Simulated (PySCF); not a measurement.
Stepwise substitution at one centre (Si OH-SH). Gas-phase values, no solvent. One relaxed conformer stands for each flexible species; it need not be the lowest. Strings in code marks are SMILES.

All values below come from ωB97X-D3(BJ)/def2-TZVP run with PySCF. All candidates: neutral, multiplicity 1. Delta-SCF ions had no search for a lower state. 

- HOMO–LUMO gap: 12.33 eV
- HOMO: -10.06 eV
- vertical ionisation energy (Delta-SCF): 10.15 eV

**Question.** Name which member has these values.
(A) `O[Si](O)(O)O`
(B) `S[Si](S)(S)S`
(C) `O[Si](O)(S)S`
(D) `O[Si](O)(O)S`

**Answer.** D, `O[Si](O)(O)S`. The others give `S[Si](S)(S)S`: 11.73 eV, -10.01 eV, 9.97 eV; `O[Si](O)(S)S`: 11.89 eV, -9.75 eV, 9.78 eV; `O[Si](O)(O)O`: 14.09 eV, -11.72 eV, 11.89 eV
